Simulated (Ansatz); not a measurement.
Isomers of C2H4ClNSi, relaxed with PBE0-D4/def2-TZVP in Ansatz; electronic energies, one conformer each and not always the lowest. Functionals use def2-TZVPP; CBS adds triple-zeta CCSD(T) − MP2 to the MP2 limit of def2-TZVPP and def2-QZVPP.

Problem. Order them by energy at frozen-core CCSD(T)/CBS, lowest first. (Estimate.)
A. `N=C1[SiH2]C1Cl`
B. `C=C1N[SiH]1Cl`
C. `C=C=N[SiH2]Cl`

Solution. C (0.0 kcal/mol), B (18.6 kcal/mol), A (72.9 kcal/mol).

Problem. How do ωB97M-V, PBE-D4, MP2/CBS(def2), HF/CBS(def2) place them (kcal/mol, against `C=C=N[SiH2]Cl`)? (Best estimate.)

Solution. The calculation gave: 
```json
{"isomer": "`C=C1N[SiH]1Cl`", "ωB97M-V": "19.1", "PBE-D4": "17.2", "MP2/CBS(def2)": "17.8", "HF/CBS(def2)": "28.5"}
{"isomer": "`N=C1[SiH2]C1Cl`", "ωB97M-V": "73.8", "PBE-D4": "67.8", "MP2/CBS(def2)": "74.8", "HF/CBS(def2)": "86.6"}
```
